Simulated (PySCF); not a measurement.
H9Si4, SMILES [SiH3][SiH2][SiH][SiH3] (connectivity only; charge and spin as stated), charge +1, multiplicity 1.

Geometry optimised at B3LYP-D3(BJ)/def2-SVP. The spin state was assumed, not searched. The isomer is the one that the SMILES or the coordinates give; other isomers of the formula were not compared. One conformer was computed; it need not be the lowest.

Level of theory: PySCF with B3LYP-D3(BJ)/def2-SVP.

Frequencies are harmonic and unscaled.

| mode | ν (cm⁻¹) | IR (km/mol) | Raman (Å⁴/amu) | depolarisation | moving atoms (share of kinetic energy) |
|---|---|---|---|---|---|
| 1 | 20 | 0.2 | 0.7 | 0.68 | H 82 %, Si 18 % |
| 2 | 24 | 1.0 | 3.3 | 0.60 | Si 57 %, H 43 % |
| 3 | 35 | 0.3 | 0.5 | 0.74 | H 81 %, Si 19 % |
| 4 | 78 | 4.1 | 3.7 | 0.74 | Si 73 %, H 27 % |
| 5 | 101 | 2.5 | 2.5 | 0.57 | Si 77 %, H 23 % |
| 6 | 310 | 7.6 | 20.0 | 0.48 | H 54 %, Si 46 % |
| 7 | 338 | 7.0 | 8.2 | 0.14 | H 57 %, Si 43 % |
| 8 | 359 | 13.6 | 56.1 | 0.12 | Si 68 %, H 32 % |
| 9 | 391 | 5.9 | 7.4 | 0.68 | H 57 %, Si 43 % |
| 10 | 396 | 8.6 | 7.3 | 0.61 | H 90 %, Si 10 % |
| 11 | 449 | 6.7 | 4.7 | 0.11 | H 93 % |
| 12 | 487 | 2.0 | 12.5 | 0.41 | Si 65 %, H 35 % |
| 13 | 541 | 6.5 | 6.1 | 0.40 | H 69 %, Si 31 % |
| 14 | 556 | 1.9 | 5.5 | 0.46 | H 77 %, Si 23 % |
| 15 | 624 | 104.8 | 28.2 | 0.50 | H 88 %, Si 12 % |
| 16 | 641 | 5.3 | 18.2 | 0.74 | H 91 %, Si 9 % |
| 17 | 748 | 195.2 | 15.2 | 0.63 | H 89 %, Si 11 % |
| 18 | 829 | 258.3 | 32.4 | 0.42 | H 91 %, Si 9 % |
| 19 | 841 | 197.2 | 5.3 | 0.72 | H 92 % |
| 20 | 889 | 38.2 | 25.0 | 0.74 | H 95 % |
| 21 | 905 | 26.7 | 26.1 | 0.70 | H 97 % |
| 22 | 915 | 30.2 | 15.8 | 0.75 | H 97 % |
| 23 | 917 | 33.3 | 26.2 | 0.75 | H 97 % |
| 24 | 934 | 54.9 | 11.4 | 0.65 | H 97 % |
| 25 | 2229 | 9.9 | 141.7 | 0.64 | H 97 % |
| 26 | 2232 | 7.8 | 349.9 | 0.03 | H 98 % |
| 27 | 2235 | 14.0 | 318.4 | 0.11 | H 99 % |
| 28 | 2238 | 6.1 | 318.9 | 0.06 | H 98 % |
| 29 | 2256 | 12.9 | 172.1 | 0.52 | H 96 % |
| 30 | 2259 | 16.8 | 248.7 | 0.57 | H 96 % |
| 31 | 2265 | 6.1 | 200.1 | 0.63 | H 95 % |
| 32 | 2271 | 38.9 | 69.5 | 0.71 | H 95 % |
| 33 | 2284 | 21.5 | 78.1 | 0.71 | H 96 % |
